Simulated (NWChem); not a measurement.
System meant: BCl cation, doublet

NWChem input:

```
start job
memory heap 200 mb stack 900 mb global 1100 mb
charge 1
geometry units angstroms noautoz
  B      0.000000     0.000000    -1.213359
  Cl     0.000000     0.000000     0.390309
end
basis spherical
  * library def2-svp
end
dft
  odft
  mult 3
  xc xpbe96 cpbe96
  iterations 150
  mulliken
end
task dft energy
```

End of the output:

```
 Summary of "ao basis" -> "" (spherical)
 ------------------------------------------------------------------------------
       Tag                 Description            Shells   Functions and Types
 ---------------- ------------------------------  ------  ---------------------
 *                          def2-svp                  on all atoms

  pbe96 is a nonlocal functional; adding pw91lda local functional.

                                 NWChem DFT Module
                                 -----------------

 Summary of "ao basis" -> "ao basis" (spherical)
 ------------------------------------------------------------------------------
       Tag                 Description            Shells   Functions and Types
 ---------------- ------------------------------  ------  ---------------------
 B                          def2-svp                 6       14   3s2p1d
 Cl                         def2-svp                 8       18   4s3p1d

 Summary of "ao basis" -> "ao basis" (spherical)
 ------------------------------------------------------------------------------
       Tag                 Description            Shells   Functions and Types
 ---------------- ------------------------------  ------  ---------------------
 B                          def2-svp                 6       14   3s2p1d
 Cl                         def2-svp                 8       18   4s3p1d

      Symmetry analysis of basis
      --------------------------

        a1         14
        a2          0
        b1          2
        b2          2
        e          14

  number of electrons :                   21
  multiplicity        :                    3
 ------------------------------------------------------------------------
  no. of electrons and multiplicity not compatible                  21
 ------------------------------------------------------------------------
 ------------------------------------------------------------------------
  current input line :
    18: task dft energy
 ------------------------------------------------------------------------
 ------------------------------------------------------------------------
 There is an error in the input file
 ------------------------------------------------------------------------
 For more information see the NWChem manual at https://nwchemgit.github.io

0: no. of electrons and multiplicity not compatible:Received an Error in Communication
```

Q: Find the fault in this run and fix the input.

A: The program refused the input. Cause: the multiplicity doesn't fit the number of electrons (an even count wants an odd multiplicity, and the reverse). This input runs:
```
start job
memory heap 200 mb stack 900 mb global 1100 mb
charge 1
geometry units angstroms noautoz
  B      0.000000     0.000000    -1.213359
  Cl     0.000000     0.000000     0.390309
end
basis spherical
  B library def2-svp
  Cl library def2-svp
end
dft
  odft
  mult 2
  xc xpbe96 cpbe96
  iterations 150
  mulliken
end
task dft energy
```
It converges to -484.23010 Ha (PBE/def2-SVP, spin-unrestricted).
